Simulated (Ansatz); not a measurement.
C₂H₇NSn (`C[CH2][Sn][NH2]`), relaxed with RKS PBE-D4/def2-SVP in Ansatz from a rough embedded geometry. The force threshold is 0.03 eV/Å; the program also tests the step.

The species carries charge 0 and has multiplicity 1. Sn: def2 effective core potential.

Start:

```xyz
11

C     1.083   -0.729    0.062
C    -0.308   -1.103   -0.195
Sn   -1.278    0.528   -1.149
N    -1.179    2.258   -0.052
H     1.191    0.155    0.763
H     1.660   -1.601    0.581
H     1.666   -0.512   -0.886
H    -0.829   -1.295    0.720
H    -0.348   -2.030   -0.886
H    -1.509    1.918    0.940
H    -0.150    2.411    0.101
```

```
         step  energy (eV)  largest force (eV/Å)  largest move (Å)
            1   -9500.7552                 2.657             0.000
            2   -9501.3426                 0.954             0.195
            3   -9501.4414                 0.893             0.197
            4   -9501.5760                 0.529             0.192
            5   -9501.6809                 1.577             0.195
            6   -9501.8530                 1.174             0.194
            7   -9501.9675                 0.535             0.200
            8   -9502.0402                 0.368             0.200
            9   -9502.1000                 0.312             0.200
10 (rejected)   -9502.0424                 0.740             0.200
           11   -9502.1116                 0.395             0.098
           12   -9502.1175                 0.071             0.031
13 (rejected)   -9502.1143                 0.207             0.049
           14   -9502.1186                 0.018             0.024
```

End:

```xyz
11

C     1.144   -0.826    0.112
C    -0.330   -1.035   -0.250
Sn   -1.147    0.652   -1.497
N    -0.991    1.951    0.087
H     1.300    0.114    0.683
H     1.554   -1.655    0.731
H     1.790   -0.757   -0.790
H    -0.962   -1.101    0.664
H    -0.474   -1.986   -0.807
H    -0.673    1.692    1.028
H    -1.211    2.950    0.040
```

Run time 17 s (4 threads of an Arm Neoverse V2 on a shared host); peak host memory 0.14 GiB.
